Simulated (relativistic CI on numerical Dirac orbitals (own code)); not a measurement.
## d1 to d9 in one octahedral field

Computed with a parametric ligand-field model without spin-orbit coupling, by exact diagonalisation: B = 560, C = 2370, 10Dq = 32300 cm⁻¹ (Oh; |10Dq|/B = 57.7) for every shell. Energies in cm⁻¹; the field energy is (0.6 n_e − 0.4 n_t2) × 10Dq of the ground term; g labels are left out.

```
Shell  Ground term  Electrons in e  Field energy  First spin-allowed bands  Lowest term of other spin
   d1          2T2           0.000        -12920                  2E 32300                           
   d2          3T1           0.008        -25585      3T2 30920, 3T1 37940                   1T2 8282
   d3          4A2           0.000        -38760      4T2 32300, 4T1 38612                   2E 11579
   d4          3T1           0.013        -51267       3E 29961, 3T1 30551                   1T2 7180
   d5          2T2           0.025        -63808      2A2 29125, 2T1 29324                  4T1 20863
   d6          1A1           0.019        -76909      1T1 30518, 1T2 38604                  3T1 25532
   d7           2E           1.012        -57740      2T1 30386, 2T2 30988                  4T1 20780
   d8          3A2           2.000        -38760      3T2 32300, 3T1 38612                    1E 9162
   d9           2E           3.000        -19380                 2T2 32300
```

Low spin: d4, d5, d6, d7; the other shells keep the spin of the free ion. Only d4 to d7 can choose; the field needed to pair spins is smallest for d6 and largest for d5, which loses most exchange energy. In the strong-field picture 10Dq must exceed about 6B + 5C = 15210 (d4), 7.5B + 5C = 16050 (d5), 2.5B + 4C = 10880 (d6) and 4B + 4C = 11720 (d7); mixing of terms shifts these bounds somewhat.
